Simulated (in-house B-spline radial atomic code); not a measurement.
## The fluorine ion F⁵⁺: [He] 2s2

Level of theory: non-relativistic BHandHLYP, spin-polarised, spherical fractional occupations, exact exchange averaged over the configuration, point nucleus; calculated with a radial B-spline atomic code at the basis-set limit.

Effective charges: Z_r = [3n² - l(l+1)]/(2<r>) from the radius, Z_e = n√(-2ε) from the energy, and Slater's rules. Values are occupation-weighted means over spin.

```csv
shell,electrons,ε (eV),<r> (bohr),Z_r,Z_e,Slater
1s,2,-845.75,0.175,8.57,7.88,8.70
2s,2,-149.59,0.807,7.43,6.63,6.95
```

The least bound orbital is 2s at -149.6 eV, and it is also the most diffuse (<r> = 0.807 bohr).
